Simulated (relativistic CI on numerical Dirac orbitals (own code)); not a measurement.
## Slater and spin-orbit integrals, Ta LII

Method of calculation: Dirac-Coulomb-Breit CI, KLI orbitals optimised for each configuration, a model potential for QED, unscaled Slater integrals (own radial code, finite nucleus).

Slater integrals F^k, G^k are unscaled and averaged over j, outside the closed core [Ne]; ζ comes from projecting the Hamiltonian with its Breit term on Σ l·s of the shell.

- 3s2 3p6 3d4: F^2(3d,3d) = 597060, F^4(3d,3d) = 385900, ζ(3d) = 220860 cm⁻¹; <r>(3d) = 0.1714, <r^2>(3d) = 0.034 (bohr units).
- 3s2 3p5 3d5: ζ(3p) = 1.6528e+06, F^2(3d,3d) = 596210, F^4(3d,3d) = 385330, F^2(3p,3d) = 514560, G^1(3p,3d) = 544790, G^3(3p,3d) = 364590, ζ(3d) = 219100 cm⁻¹; <r>(3p) = 0.1919, <r^2>(3p) = 0.04267, <r>(3d) = 0.1716, <r^2>(3d) = 0.03409 (bohr units).
- 3s 3p6 3d5: F^2(3d,3d) = 595940, F^4(3d,3d) = 385140, G^2(3s,3d) = 419360, ζ(3d) = 220050 cm⁻¹; <r>(3s) = 0.1946, <r^2>(3s) = 0.04331, <r>(3d) = 0.1717, <r^2>(3d) = 0.03412 (bohr units).

Give the Racah parameters of the d shell in 3s2 3p6 3d4.

B = F²/49 − 5F⁴/441 = 7810 cm⁻¹ and C = 35F⁴/441 = 30627 cm⁻¹.

Averages of the first 10 configurations, taken without configuration mixing, which lowers the lowest level and can move excited configurations by several eV; other configurations of the list can lie among them:

```json
{"Configuration": "3s2 3p6 3d4", "Parity": "even", "States": "210", "Average energy above the lowest level (eV)": "172.3"}
{"Configuration": "3s2 3p5 3d5", "Parity": "odd", "States": "1512", "Average energy above the lowest level (eV)": "626.0"}
{"Configuration": "3s 3p6 3d5", "Parity": "even", "States": "504", "Average energy above the lowest level (eV)": "1054.4"}
{"Configuration": "3s2 3p6 3d3 4s", "Parity": "even", "States": "240", "Average energy above the lowest level (eV)": "2022.3"}
{"Configuration": "3s2 3p6 3d3 4p", "Parity": "odd", "States": "720", "Average energy above the lowest level (eV)": "2185.1"}
{"Configuration": "3s2 3p6 3d3 4d", "Parity": "even", "States": "1200", "Average energy above the lowest level (eV)": "2363.9"}
{"Configuration": "3s2 3p5 3d4 4s", "Parity": "odd", "States": "2520", "Average energy above the lowest level (eV)": "2465.9"}
{"Configuration": "3s2 3p6 3d3 4f", "Parity": "odd", "States": "1680", "Average energy above the lowest level (eV)": "2500.0"}
{"Configuration": "3s 3p6 3d4 4s", "Parity": "even", "States": "840", "Average energy above the lowest level (eV)": "2896.6"}
{"Configuration": "3p6 3d5 4p", "Parity": "odd", "States": "1512", "Average energy above the lowest level (eV)": "3941.1"}
```
